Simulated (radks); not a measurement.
The nickel anion Ni- inside a hard spherical wall (all orbitals vanish at R), configuration held at [Ar] 3d9 4s2 and not refilled when levels cross. Method: non-relativistic Kohn-Sham, PBEsol, spin-polarised, spherical densities, point nucleus; open shells are filled with parallel spins first; computed with a radial shooting solver on a logarithmic mesh with Libxc functionals. Eigenvalues in eV for spin up, with the zero of energy where the potential of the charges vanishes at infinity; a dash marks a level that is unbound or too diffuse for the functional's potential to be trusted. A positive occupied level is held by the wall or, in an anion where self-interaction has pushed it up, behind a barrier. The pressure on the wall is -dE/dV.

R (bohr) = 20: E (hartree) -1506.84695; kinetic (hartree) 1505.568; e(3s) -97.135; e(3p) -60.032; e(3d) 0.727; e(4s) 0.877; e(5s, empty) -; e(4p, empty) -; pressure (GPa) 0.000191
R (bohr) = 7: E (hartree) -1506.80746; kinetic (hartree) 1505.719; e(3s) -95.246; e(3p) -58.137; e(3d) 2.593; e(4s) 2.556; e(5s, empty) 12.296; e(4p, empty) 6.354; pressure (GPa) 1.35
R (bohr) = 5: E (hartree) -1506.65116; kinetic (hartree) 1506.240; e(3s) -91.935; e(3p) -54.835; e(3d) 5.753; e(4s) 5.973; e(5s, empty) 27.508; e(4p, empty) 11.373; pressure (GPa) 16.6
R (bohr) = 4: E (hartree) -1506.32347; kinetic (hartree) 1507.263; e(3s) -87.532; e(3p) -50.476; e(3d) 9.902; e(4s) 11.278; e(5s, empty) 48.653; e(4p, empty) 18.408; pressure (GPa) 82.3
R (bohr) = 3: E (hartree) -1505.10045; kinetic (hartree) 1510.914; e(3s) -77.145; e(3p) -40.280; e(3d) 19.924; e(4s) 27.043; e(5s, empty) 103.85; e(4p, empty) 37.754; pressure (GPa) 620
R (bohr) = 2.5: E (hartree) -1503.18822; kinetic (hartree) 1516.559; e(3s) -66.360; e(3p) -29.692; e(3d) 30.997; e(4s) 48.257; e(5s, empty) 168.95; e(4p, empty) 62.254; pressure (GPa) 2210
R (bohr) = 2: E (hartree) -1497.89255; kinetic (hartree) 1532.306; e(3s) -45.939; e(3p) -9.175; e(3d) 53.747; e(4s) 99.712; e(5s, empty) 306.72; e(4p, empty) 118.24; pressure (GPa) 10500
